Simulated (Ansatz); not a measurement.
System: sum formula BNHF2, net charge 0, doublet state. It need not be the lowest isomer of its formula. SMILES: [NH]B(F)F
Structure (B3LYP-D3(BJ)/def2-TZVP (Ansatz, a quantum-chemistry and plane-wave program) minimum search):
```
B
F 1 1.3263
F 1 1.3263 2 118.11
N 1 1.4284 2 120.82 3 -174.27
H 4 1.0165 1 121.13 2 -92.94
```
Charge 0, spin multiplicity 2.

Computed values are from Ansatz. Correlated levels leave the core frozen unless marked. Open shells are spin-unrestricted. Spin-orbit coupling is left out. No relativistic terms. CBS(X,Y): correlation extrapolated as X^-3; Hartree-Fock from the larger set. The bracket is a focal-point correction in the basis named.

Question: What is the T1 diagnostic at CCSD/aug-cc-pVTZ?

Answer: 0.014.

Question: What is the atomisation energy De at RI-MP2/CBS(aug-cc-pVTZ,aug-cc-pVQZ)+[CCSD(T)-MP2]/aug-cc-pVTZ?

Answer: 2055.7 kJ/mol.

Question: What is the total energy at RI-MP2/CBS(aug-cc-pVTZ,aug-cc-pVQZ)+[CCSD(T)-MP2]/aug-cc-pVTZ?

Answer: -279.7534 Eh.

Question: What is the dipole moment at CCSD(T)/aug-cc-pVDZ?

Answer: 1.85 D.
